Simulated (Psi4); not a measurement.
Psi4 input (wB97X-D/6-311+G**):

```
memory 1500 MB

molecule {
-1 2
Na   -0.63922233   -0.48601573   -0.51518672
O     0.71161054    0.53681843    0.57326082
H     1.33856133    1.05162562    1.08096734
symmetry c1
no_reorient
no_com
}

set {
  basis 6-311+G**
  reference uks
  scf_type pk
  dft_radial_points 99
  dft_spherical_points 590
  e_convergence 1e-8
  d_convergence 1e-7
  maxiter 150
}

e = energy('wb97x-d')
print_out(f'\nFINAL {e:.10f} DIPOLE {variable("CURRENT DIPOLE")[0]:.6f} {variable("CURRENT DIPOLE")[1]:.6f} {variable("CURRENT DIPOLE")[2]:.6f}\n')
```

What final total energy does it give?

-238.13440 Eh.
